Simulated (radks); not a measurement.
The numbers below are computed, except where a source is named.
Cl I, configuration [Ne] 3s2 3p5.

Level of theory: non-relativistic Kohn-Sham, LDA (Slater exchange, Perdew-Wang correlation), spin-polarised, spherical densities, point nucleus; open shells are filled with parallel spins first (a radial shooting solver on a logarithmic mesh with Libxc functionals).

Energy parts (hartree):
total: -458.66551
kinetic: 457.76447
electron-nucleus: -1092.58756
Hartree: 202.78597
exchange-correlation: -26.62839

Orbitals (lengths in bohr, moments of r in powers of bohr):
| orbital | occ. | eigenvalue (hartree) | <r^4> |
|---|---|---|---|
| 1s up | 1 | -100.3710 | 0.0003278 |
| 1s down | 1 | -100.3644 | 0.0003277 |
| 2s up | 1 | -9.19008 | 0.1028 |
| 2s down | 1 | -9.18292 | 0.1026 |
| 2p up | 3 | -7.04290 | 0.09255 |
| 2p down | 3 | -7.03403 | 0.09224 |
| 3s up | 1 | -0.76927 | 13.04 |
| 3s down | 1 | -0.73671 | 13.46 |
| 3p up | 3 | -0.33361 | 31.96 |
| 3p down | 2 | -0.30467 | 35.04 |

The highest occupied level is 3p down at -8.291 eV. The spin density at the nucleus is -0.01544 e/bohr^3 (1s -0.09878, 2s -0.00525, 3s 0.08859), a Fermi contact field of -0.81 T.
